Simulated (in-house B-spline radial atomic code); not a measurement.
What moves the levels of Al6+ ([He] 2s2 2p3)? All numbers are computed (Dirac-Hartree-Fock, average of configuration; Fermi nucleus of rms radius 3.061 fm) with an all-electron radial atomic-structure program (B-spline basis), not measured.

Baseline run (computed): total energy -223.2651 hartree, 1s1/2 at -65.26626 hartree, 2p3/2 at -238.02 eV with <r> = 0.5136 bohr.

Scaling the speed of light c (a factor of 100 is close to the non-relativistic limit):

```json
{"c/c0": "0.9", "ΔE (hartree)": "-0.10592", "2p3/2 level (eV)": "-237.995", "2p3/2 <r> (bohr)": "0.5136"}
{"c/c0": "0.98", "ΔE (hartree)": "-0.018603", "2p3/2 level (eV)": "-238.013", "2p3/2 <r> (bohr)": "0.5136"}
{"c/c0": "1.02", "ΔE (hartree)": "0.017513", "2p3/2 level (eV)": "-238.02", "2p3/2 <r> (bohr)": "0.5136"}
{"c/c0": "1.2", "ΔE (hartree)": "0.13765", "2p3/2 level (eV)": "-238.046", "2p3/2 <r> (bohr)": "0.5137"}
{"c/c0": "100", "ΔE (hartree)": "0.44907", "2p3/2 level (eV)": "-238.111", "2p3/2 <r> (bohr)": "0.5137"}
```

Changing the nucleus:

```csv
nucleus,ΔE (eV)
Gaussian nucleus of rms radius 0.01 fm,-0.00377
Fermi nucleus of rms radius 2.9998 fm,-0.000148
Fermi nucleus of rms radius 3.1222 fm,0.000151
```

A larger nucleus binds the electrons less, roughly as the density at the nucleus times the change of the nuclear <r²>. A radius of 0.01 fm is nearly a point.

The nuclear charge is raised by 0.1. What does the Hellmann-Feynman theorem predict for the energy, and what is found?

dE/dZ ≈ -Σ<1/r>, which is -37.9988 at the start and -38.3277 at the end; their mean times 0.1 is -3.8163 hartree, and the two runs differ by -3.8163 hartree.
